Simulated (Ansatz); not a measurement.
Relaxation of Cl2FH2NSn (7 atoms, charge 0, multiplicity 1), to a largest force component of 0.03 eV/Å in at most 50 steps.

Computed with Ansatz 0.2.0, RKS r2SCAN/def2-SVP.

```xyz
7
Properties=species:S:1:pos:R:3
Sn -0.198 -0.020 0.616
F 1.450 -1.060 0.575
N -0.182 -0.081 -1.399
H 0.753 -0.505 -1.437
Cl 0.170 2.000 1.729
Cl -1.857 -1.183 1.742
H -0.135 0.849 -1.826
```

Task: Where does it end, and by what steps?

Result: The run converged. After 6 steps the energy has fallen by 0.226 eV; F2 moved furthest, 0.49 Å.

| step | energy less start (eV) | largest force component (eV/Å) | accepted |
| --- | --- | --- | --- |
| 0 | 0.0000 | 0.553 | yes |
| 1 | -0.1382 | 0.490 | yes |
| 2 | -0.1984 | 0.831 | yes |
| 3 | -0.1995 | 0.615 | yes |
| 4 | -0.2247 | 0.108 | yes |
| 5 | -0.2254 | 0.034 | yes |
| 6 | -0.2256 | 0.009 | yes |

```xyz
7
Properties=species:S:1:pos:R:3
Sn -0.045 -0.102 0.623
F 1.501 -1.175 1.051
N -0.176 -0.072 -1.394
H 0.720 -0.375 -1.785
Cl 0.215 1.996 1.618
Cl -1.863 -1.149 1.622
H -0.352 0.876 -1.734
```

Whether the end is a true minimum wasn't checked by a vibrational analysis.

Run time: 20 s on 2 threads of AMD EPYC 9R14 (Zen 4), with other jobs on the host, peak memory 0.18 GiB.
